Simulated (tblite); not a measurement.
Species: C₅H₉OPSeSi.
SMILES with atom numbers: `[CH3:1][O:2][C:3]1=[CH:4][C:5]([SiH3:6])=[CH:7][P@@H:8]1=[Se:9]` (hydrogens: H10, H11, H12 on C1; H13 on C4; H14, H15, H16 on Si6; H17 on C7; H18 on P8)

Computed with GFN2-xTB (tblite), gas phase: L-BFGS steps from a force-field or distance-geometry start until the largest atomic force falls under 0.01 eV/Å.

At the end of the run (lengths in Å): P8=Se9 2.080, C3–P8 1.828, O2–C3 1.340, C7–P8 1.800, C3=C4 1.346, C4–H13 1.077, C5–Si6 1.888, C3–P8–Se9 116.8°, C7–P8–Se9 119.4°, O2–C3–P8 118.0°, C3–P8–C7 90.3°, C1–O2–C3–C4 3°, O2–C3–C4–C5 180°, C3–C4–C5–Si6 180°, H14–Si6–C5–C4 58°, H17–C7–P8–Se9 -58°.

Question: These geometries were met on the way; a selection of coordinates is given. Order them by energy above the end point, lowest first.
A. P8=Se9 1.856, C3–P8 1.803, O2–C3 1.415, C7–P8 1.794, C3=C4 1.296, C4–H13 1.122, C5–Si6 1.866, C3–P8–Se9 134.3°, C7–P8–Se9 108.6°, O2–C3–P8 123.5°, C3–P8–C7 92.9°, C1–O2–C3–C4 1°, O2–C3–C4–C5 180°, C3–C4–C5–Si6 180°, H14–Si6–C5–C4 25°, H17–C7–P8–Se9 -41°
B. P8=Se9 2.102, C3–P8 1.811, O2–C3 1.349, C7–P8 1.762, C3=C4 1.348, C4–H13 1.072, C5–Si6 1.856, C3–P8–Se9 129.0°, C7–P8–Se9 106.7°, O2–C3–P8 125.4°, C3–P8–C7 95.7°, C1–O2–C3–C4 1°, O2–C3–C4–C5 180°, C3–C4–C5–Si6 180°, H14–Si6–C5–C4 26°, H17–C7–P8–Se9 -43°
C. P8=Se9 2.133, C3–P8 1.753, O2–C3 1.339, C7–P8 1.743, C3=C4 1.393, C4–H13 1.052, C5–Si6 1.848, C3–P8–Se9 128.6°, C7–P8–Se9 105.2°, O2–C3–P8 127.9°, C3–P8–C7 98.5°, C1–O2–C3–C4 1°, O2–C3–C4–C5 180°, C3–C4–C5–Si6 180°, H14–Si6–C5–C4 26°, H17–C7–P8–Se9 -43°
D. P8=Se9 2.102, C3–P8 1.862, O2–C3 1.346, C7–P8 1.786, C3=C4 1.350, C4–H13 1.077, C5–Si6 1.883, C3–P8–Se9 127.7°, C7–P8–Se9 113.5°, O2–C3–P8 123.6°, C3–P8–C7 89.9°, C1–O2–C3–C4 0°, O2–C3–C4–C5 179°, C3–C4–C5–Si6 179°, H14–Si6–C5–C4 27°, H17–C7–P8–Se9 -40°
E. P8=Se9 2.053, C3–P8 1.883, O2–C3 1.353, C7–P8 1.793, C3=C4 1.342, C4–H13 1.075, C5–Si6 1.877, C3–P8–Se9 129.3°, C7–P8–Se9 110.4°, O2–C3–P8 124.2°, C3–P8–C7 91.7°, C1–O2–C3–C4 0°, O2–C3–C4–C5 180°, C3–C4–C5–Si6 180°, H14–Si6–C5–C4 26°, H17–C7–P8–Se9 -41°

Answer: D (0.136 eV), E (0.227 eV), B (0.411 eV), C (0.670 eV), A (1.632 eV).

```json
{"step": "8", "E above end (eV)": "0.136", "rms distance from the end, all atoms (Å)": "0.336", "largest force (eV/Å)": "0.495", "rms shift of all bonds from the end (Å)": "0.011"}
{"step": "4", "E above end (eV)": "0.227", "rms distance from the end, all atoms (Å)": "0.347", "largest force (eV/Å)": "0.832", "rms shift of all bonds from the end (Å)": "0.016"}
{"step": "2", "E above end (eV)": "0.411", "rms distance from the end, all atoms (Å)": "0.352", "largest force (eV/Å)": "2.456", "rms shift of all bonds from the end (Å)": "0.017"}
{"step": "1", "E above end (eV)": "0.670", "rms distance from the end, all atoms (Å)": "0.354", "largest force (eV/Å)": "4.230", "rms shift of all bonds from the end (Å)": "0.032"}
{"step": "0", "E above end (eV)": "1.632", "rms distance from the end, all atoms (Å)": "0.357", "largest force (eV/Å)": "10.913", "rms shift of all bonds from the end (Å)": "0.061"}
```

Rows stand in the order of the answer.
